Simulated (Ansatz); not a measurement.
Input file for `[Cl][Ge]([Cl])([Cl])[Br]`:

```yaml
crystal:
  periodic: [false, false, false]
  atoms:
    - {symbol: Cl, position_ang: [-0.912889, -0.257942, 1.891897]}
    - {symbol: Ge, position_ang: [0.005635, -0.035532, -0.004585]}
    - {symbol: Cl, position_ang: [1.798401, -1.164411, -0.041701]}
    - {symbol: Cl, position_ang: [-1.305284, -0.769865, -1.498570]}
    - {symbol: Br, position_ang: [0.464036, 2.154151, -0.388240]}
basis:
  gaussian: {orbitals: def2-SVP}
correlation: {method: ccsd_t}
```

```sh
$ ansatz run in.yaml --threads 4 --pin off --events-out ev --progress --plain --max-ram 10444MiB
```

Log, shortened:

```
Functional definition: HF
1093 factors; integrals over basis functions are off by at most 4.5e-4 eV
mean field evaluation 1: about -163958.7216 eV, gradient 2.6e1 eV
mean field evaluation 2: about -163958.8010 eV, gradient 2.6e1 eV
mean field evaluation 4: about -163960.7586 eV, gradient 1.9e0 eV
mean field evaluation 8: about -163960.7794 eV, gradient 1.4e-1 eV
mean field -163960.77949212 eV, -6025.4475097273 hartree, gradient 4.1e-6 eV, S^2 0.000000; 0 other end points of the search recorded, 0 dependent functions left out
33 core orbitals not correlated: weight in the atoms' cores, before any rotation towards them, 1.000 or more for the frozen orbitals, at most 0.000 for the correlated occupied ones
reference -163960.77949212 eV, -6025.4475097273 hartree; 26, 26 occupied and 59, 59 virtual orbitals, 1093 factors
second order -22.93088102 eV of doubles, -0.00000000 eV of singles
cycle   1  -23.08436632 eV  change   -1.5e-1 eV  update   9.2e-2
cycle   2  -23.56587615 eV  change   -4.8e-1 eV  update   2.4e-2
cycle   3  -23.62078511 eV  change   -5.5e-2 eV  update   1.0e-2
cycle   4  -23.61202236 eV  change    8.8e-3 eV  update   1.8e-3
cycle   5  -23.61256887 eV  change   -5.5e-4 eV  update   6.4e-4
cycle   6  -23.61213313 eV  change    4.4e-4 eV  update   1.8e-4
cycle   7  -23.61203673 eV  change    9.6e-5 eV  update   5.6e-5
cycle   8  -23.61206760 eV  change   -3.1e-5 eV  update   1.7e-5
perturbative correction -0.58377038 eV, -0.0214531658 hartree
Total energy: -163984.97533010 eV, -6026.3366903727 hartree
```

Hardware: 4 threads of an Arm Neoverse V2 on a shared host. Wall time 9 s, peak host memory 0.51 GiB.

Correlation energy per correlated electron: -0.465 eV. T1 diagnostic: 0.0079.
